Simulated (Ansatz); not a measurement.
```xyz
2

Zn   -0.5849    0.3671   -0.3350
H     0.5849   -0.3671    0.3350
```

Charge 1, multiplicity 1.

Task: List the PBE0/def2-TZVPP orbital energies in eV (Ansatz). (Estimate.)

Result: Computed: Occupied: -9467.69, -1161.03, -1023.37, -1023.37, -1023.34, -141.83, -97.61, -97.61, -97.59, -23.08, -22.82, -22.82, -22.82, -22.82, -16.59. Lowest empty: -10.17, -6.80, -6.80, -2.86, -2.01, -0.45, 0.05, 0.05.
